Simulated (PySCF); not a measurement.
## Ca (calcium, neutral): UHF calculation

Configuration: [Ar] 4s2, closed-shell 1S. Computed with PySCF 2.14 in x2c-TZVPall (6s5p3d, 36 functions), with scalar relativity by spin-free X2C-1e.

```json
{
 "Total energy": "-679.620198 hartree",
 "One-electron energy": "-930.3305 hartree",
 "Hartree (Coulomb) energy": "286.1589 hartree",
 "Exchange energy": "-35.4486 hartree",
 "⟨S²⟩": "0.0000",
 "⟨L²⟩": "0.000",
 "Sum of ⟨r⟩": "21.18 bohr",
 "Sum of ⟨r²⟩": "56.15 bohr²",
 "Langevin diamagnetic susceptibility": "-44.5 ×10⁻⁶ cm³/mol",
 "Time after the integrals": "0.1 s of wall time on 1 thread of Neoverse-N1 (shared host)"
}
```

| shell | electrons | mean orbital energy (eV) | rms radius, mean of both spins (bohr) |
| --- | --- | --- | --- |
| 1s | 2 | -4084.7 | 0.0888 |
| 2s | 2 | -461.57 | 0.393 |
| 2p | 6 | -371.05 | 0.362 |
| 3s | 2 | -61.539 | 1.24 |
| 3p | 6 | -36.431 | 1.38 |
| 4s | 2 | -5.341 | 4.50 |

Densities and radii are taken from the X2C orbitals without a picture-change correction, which distorts them close to the nucleus.
